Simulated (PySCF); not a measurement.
Predicted microwave data (PBE0/pcSseg-1 in PySCF (dipole) on a GFN2-xTB geometry, gas phase) for one isomer of C4H14N2OSi2:

```
Rotational constants : A = 1601, B = 735.7, C = 546.8 MHz
Dipole components    : |μa| = 0.08 D, |μb| = 1.33 D, |μc| = 0.91 D
Inertial defect      : -78.32 u·Å²
κ                    : -0.64
```

Question: Which candidate fits, each taken in the one conformer that was computed?
A. `[CH2:1]=[CH:2][Si@@H:3]([O:4][SiH2:5][NH2:6])[N:7]([CH3:8])[CH3:9]` with C1–C2–Si3–O4 152°, C2–Si3–O4–Si5 43°, Si3–O4–Si5–N6 157°, O4–Si5–N6–H -39° and 180°, C2–Si3–N7–C8 -156°
B. `[CH3:1][C@@H:2]1[CH2:3][NH:4][Si@@:5]([OH:6])([CH2:7][SiH3:8])[NH:9]1` with N4–Si5–O6–H -67°, N4–Si5–C7–Si8 167°, C1–C2–C3–N4 -157°, C2–C3–N4–Si5 26°, C3–N4–Si5–O6 108°, N4–Si5–N9–C2 -15°
C. `[CH3:1][CH2:2][Si@@:3]1([NH2:4])[CH2:5][O:6][CH2:7][SiH2:8][NH:9]1` with C1–C2–Si3–N4 -68°, C2–Si3–N4–H 46° and -177°, C2–Si3–C5–O6 168°, Si3–C5–O6–C7 -74°, C5–O6–C7–Si8 73°, O6–C7–Si8–N9 -45°

Answer: A. It is C=C[Si@@H](O[SiH2]N)N(C)C, an asymmetric top, point group C1. The candidates at the same level (rigid rotor, commonest isotopes):

| SMILES | A (MHz) | B (MHz) | C (MHz) | μa (D) | μb (D) | μc (D) | Δ (u·Å²) | point group | rotor |
| --- | --- | --- | --- | --- | --- | --- | --- | --- | --- |
| CC[Si@@]1(N)COC[SiH2]N1 | 1946 | 777.6 | 694.8 | 1.06 | 0.30 | 0.27 | -182.26 | C1 | asymmetric top |
| C[C@@H]1CN[Si@@](O)(C[SiH3])N1 | 2040 | 679.3 | 616.2 | 1.99 | 0.19 | 0.08 | -171.47 | C1 | near-prolate asymmetric top |
| C=C[Si@@H](O[SiH2]N)N(C)C | 1601 | 735.7 | 546.8 | 0.08 | 1.33 | 0.91 | -78.32 | C1 | asymmetric top |

`C[C@@H]1CN[Si@@](O)(C[SiH3])N1` has A 27 % too high; `CC[Si@@]1(N)COC[SiH2]N1` has C 27 % too high. No structure here is proved a minimum.
